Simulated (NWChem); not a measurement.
GaNH4O2; SMILES [NH2][Ga]([OH])[OH]

```xyz
8

Ga     0.0012     0.0010     0.0060
O     -1.2817    -1.2389    -0.0065
H     -2.1773    -0.8925    -0.0582
O      1.6753    -0.5964    -0.0073
H      1.7263    -1.5570    -0.0337
N     -0.2896     1.7813    -0.0382
H      0.4754     2.4290     0.1047
H     -1.1828     2.2037     0.1780
```
Atoms are numbered in this order, from 1.

Computed with NWChem. Geometry: optimised at PBE0/def2-SVP. Ions are spin-unrestricted doublets at the neutral geometry; other ion states weren't tried.

Problem. What does the run give for PBE/def2-SVP? Quantities: −ε(HOMO) (eV).

Solution. 
```
Item           Value
-------------  -----
−ε(HOMO) (eV)   5.67
```
